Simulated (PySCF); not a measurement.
Identify the compound

The spectra below were simulated for a compound C6H10FPSi2.

1H NMR (400 MHz, computed): δ 7.13 (m, 1H), 6.75 (m, 1H), 5.77 (m, 1H), 5.64 (m, 1H), 4.52 (m, 3H), 4.49 (m, 3H).

13C{1H} NMR (computed): δ 181.0 (C), 157.1 (C), 145.7 (CH), 138.3 (CH), 128.5 (CH2), 119.5 (C).

Theoretical values (PySCF 2.14): GFN2-xTB structure, GIAO PBE0/pcSseg-1 shieldings. Fast rotation and ring inversion assumed for equivalent nuclei, no relativistic terms, a single conformation, no solvent model.

Scale: 1H and 13C vs TMS (reference shieldings calculated alike).

Question: What is the structure?

Answer: 
1. 6 carbon signals for 6 carbons: no two carbons are equivalent.
2. Carbon types of the structure: 3 × C, 2 × CH, 1 × CH2, leaving 6 H on heteroatoms.
3. δC 181.0, 157.1, 119.5: unsaturated ring carbon.
4. δC 145.7: unsaturated ring CH.
5. δC 138.3: alkene CH; as expected for a trigonal carbon in a double bond.
6. δC 128.5: terminal =CH2 carbon; an sp2 carbon of a C=C bond.
7. δH 7.13: hydrogen on a unsaturated ring CH.
8. δH 6.75: hydrogen on an alkene CH; a vinylic proton, deshielded by the sp2 carbon and the C=C anisotropy.
9. δH 5.77, 5.64: hydrogen on a terminal =CH2 carbon; attached to an sp2 carbon and in the plane of the double bond.

The compound is `C=Cp1c([SiH3])cc(F)c1[SiH3]`.

The data come from this structure; uniqueness wasn't tested.

Splittings by 19F and 31P in the carbon and heteronuclear signals aren't shown, as no couplings were computed. Shifts are as computed. Against solution values, carbons near 30 ppm lie about +3 ppm off and those near 130 ppm about +5 ppm. Of 1211 compounds with measured shifts, 218 miss one by over three times the rms of a fit or turn the order of signals round; such compounds aren't used in these exercises. No couplings were computed; multiplicities are counted from neighbouring protons, with m where these are inequivalent, close in shift, in a saturated or five-membered ring or joined by F or P, and br s for small geminal =CH2 splittings.
